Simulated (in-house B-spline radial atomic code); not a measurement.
## Bi+: [He] 2s2 (2p1/2)2 (2p3/2)3 3s2 3p6 3d10 4s2 4p6 4d10 4f14 5s2 5p6 5d10 6s2 6p3 (with a hole in an inner shell)

Computed with a radial B-spline atomic code at the basis-set limit: Dirac-Kohn-Sham PBE0, spherical fractional occupations, Fermi nucleus of rms radius 5.5211 fm.

Effective charges: Z_r = [3n² - l(l+1)]/(2<r>) from the radius, Z_e = n√(-2ε) from the energy, and Slater's rules. Values are occupation-weighted means over j. An effective charge above Z reflects the relativistic contraction of the inner shells.

```
shell  electrons   ε (eV)  <r> (bohr)    Z_r    Z_e  Slater
   1s          2   -91010     0.01579  94.99  81.79   82.70
   2s          2   -16555     0.06554  91.54  69.76   79.20
   2p          5   -14533     0.05904  84.69  65.37   79.20
   3s          2  -4056.4      0.1697  79.57  51.80   72.60
   3p          6  -3419.7      0.1708  73.19  47.56   72.60
   3d         10  -2710.2      0.1554  67.58  42.34   62.85
   4s          2   -959.8       0.373  64.35  33.60   56.25
   4p          6   -745.6      0.3954  58.17  29.61   56.25
   4d         10  -479.37      0.4144  50.68  23.74   44.85
   4f         14  -190.79       0.428  42.06  14.98   33.45
   5s          2  -183.85      0.8189  45.80  18.38   26.35
   5p          6  -121.08      0.9233  39.53  14.92   26.35
   5d         10   -44.86        1.17  29.49   9.08   12.85
   6s          2  -26.152       2.045  26.40   8.32    7.30
   6p          3  -13.252       2.639  20.08   5.92    7.30
```

The least bound orbital is 6p3/2 at -12.34 eV, and it is also the most diffuse (<r> = 2.739 bohr). The part-filled 2p shell lies below the filled 6s shell in orbital energy.

For the 1s electron the small component carries 10.1 % of the norm, the zero-frequency Breit interaction raises the level by 351.5 eV, self-energy by 233.7 eV, and vacuum polarisation lowers it by 50.65 eV.

Caution: exact exchange at fractional occupations of open shells leaves self-interaction of up to several eV.
